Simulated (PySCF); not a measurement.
# [Gd(NO2)]2+: one run

[Gd(NO2)]2+ (singlet in the valence; each metal's 4f electrons, 7 of them, lie in its core potential, out of spins and levels). PySCF 2.14.0, RKS BP86, Gd lcecp-1-SVP with ECP53, O def2-SVP, N def2-SVP; non-relativistic Hamiltonian with scalar-relativistic core potentials where named; density fitting; no spin-orbit coupling. Purpose: all atoms moved at random, sigma 0.03 A.

```python
mol = gto.M(atom='''
Gd     0.01893    -0.02712    -0.33629
O      0.99437     0.00450     1.58773
O     -1.04588    -0.01093     1.59953
N      0.03258     0.03355     2.33560''',
    basis={'Gd': 'lcecp-1-SVP', 'O': 'def2-SVP', 'N': 'def2-SVP'},
    ecp={'Gd': 'lcecp-1-SVP'},
    charge=2, spin=0)
mf = dft.RKS(mol, xc='B88,P86')
mf.grids.atom_grid = (50, 194)  # f atoms: unpruned, at least (60, 302)
mf = mf.density_fit()  # fitting sets: Gd AutoAux, O def2-universal-JKFIT, N def2-universal-JKFIT
mf.conv_tol = 1e-08; mf.max_cycle = 55
mf.kernel(dm0)  # dm0: converged density of the relaxed state
mf.nuc_grad_method().kernel()
```

Run from Python with OMP_NUM_THREADS=2; the lines above give its settings. Where DIIS fails, smearing, a level shift and second-order steps follow.
It took 2.5 s on 2 threads of Arm Neoverse V1, on a shared host, from an already converged density.

Q: Where do the frontier levels lie, over both spins?

A: HOMO -18.08 eV, LUMO -15.86 eV. The 4f levels lie in the core potential and are missing.

Q: What are the Mulliken charges and spins?

A: 
```
atom  charge (e)  spin (e)
 Gd1       1.971     0.000
  O2      -0.192     0.000
  O3      -0.233     0.000
  N4       0.454     0.000
```
The spin of the 4f electrons in the core isn't counted.

Q: What forces act on the atoms (eV/Å)?

A: 
```
Gd  -0.56 -0.02 -0.73
O    4.29 -0.04 -1.15
O   -0.85  0.01 -0.01
N   -2.88  0.06  1.88
```
Forces carry noise of the integration grid, about 0.01 to 0.03 eV/Å.

Q: How does its energy compare with the relaxed singlet of charge +2 in vacuum?

A: It lies 0.190 eV higher.

An lcecp potential fixes the number of 4f electrons, so in runs with it no electron can move into or out of that shell.
